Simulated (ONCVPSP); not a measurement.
# What one change does to a pseudopotential (cerium, ONCV)

cerium, optimised norm-conserving Vanderbilt (ONCV), made with ONCVPSP 4.0.1 (PBE, scalar-relativistic). Core [Kr] 4d10 5s2, reference 4f1 5p6 5d2 6s1. Waves: 6s: rc 3.20 bohr, ncon 5, nbas 10, qcut 2.2 1/bohr, 2 projectors, debl 4 Ha; 5p: rc 2.95 bohr, ncon 3, nbas 7, qcut 4.2 1/bohr, 2 projectors, debl 3.3 Ha; 5d: rc 4.00 bohr, ncon 3, nbas 8, qcut 4 1/bohr, 2 projectors, debl 1.3 Ha; 4f: rc 0.95 bohr, ncon 4, nbas 8, qcut 21.6 1/bohr, 2 projectors, debl 2.3 Ha. Local part: polynomial inside 0.90 bohr (lpopt 3, dvloc0 2 Ha). Core correction: Teter function fitted to the true core (icmod 2), fcfact 0.5.

Change: d: qcut 3.4.

Cutoffs: the cutoffs (Ha) at which the residual kinetic energy of the hardest occupied pseudo-wave falls to 1 and 0.1 mHa per electron; they do not see the model core or the augmentation charge, which bear on the density cutoff. Errors are all-electron minus pseudo energies relative to the spin-unpolarised reference configuration.

Predict the effect on cutoff, ghosts and configuration errors.

The potential gets neither clearly harder nor softer (158 Ha and 181 Ha → 158 Ha and 181 Ha); both files keep a bound ghost (s); of the 4 tests that both files solve, the error grows in 3 and shrinks in 0 by more than 15 % and 0.3 meV (median size 26.8 → 39.9 meV); the range in which the d phases agree narrows (upper end 2.0 → 0.4).

| quantity | base | changed |
| --- | --- | --- |
| cutoff, loose | 158 Ha | 158 Ha |
| cutoff, tight | 181 Ha | 181 Ha |
| loose cutoff by channel | s 2.0 Ha, p 5.4 Ha, d 4.7 Ha, f 158 Ha | s 2.0 Ha, p 5.4 Ha, d 4.0 Ha, f 158 Ha |
| bound ghosts | s | s |
| GHOST(+) flags under 300 eV | p at 35.9 eV, d at 37.7 eV, p at 38.7 eV | p at 35.9 eV, p at 38.7 eV, d at 43.3 eV |
| error for 4f1 5p6 5d1 6s2, meV [ΔE -0.89 eV] | +5.0 | +20 |
| error for 4f1 5p6 5d1 6s1, meV [ΔE 5.18 eV] | +20 | +33 |
| error for 4f1 5p6 5d1 6s0, meV [ΔE 16.26 eV] | +34 | +47 |
| error for 4f0 5p6 5d1 6s2, meV [ΔE 11.54 eV] | -405 | -359 |
| s: phases at 3.24 bohr within 0.05 rad from the reference energy up to (Ha; the scan ends near 5) | 0.3 | 0.3 |
| p: phases at 3.00 bohr within 0.05 rad from the reference energy up to (Ha; the scan ends near 5) | 0.3 | 0.3 |
| d: phases at 4.07 bohr within 0.05 rad from the reference energy up to (Ha; the scan ends near 5) | 2.0 | 0.4 |
| f: phases at 0.96 bohr within 0.05 rad from the reference energy up to (Ha; the scan ends near 5) | to the end of the scan | to the end of the scan |
| rms error of d²Exc/dni dnj with the model core, mHa | 7.61 | 7.63 |

 A true bound ghost makes a file unfit for plane-wave use even where its test errors are small: the radial tests pick states by their node count and pass the ghost by.
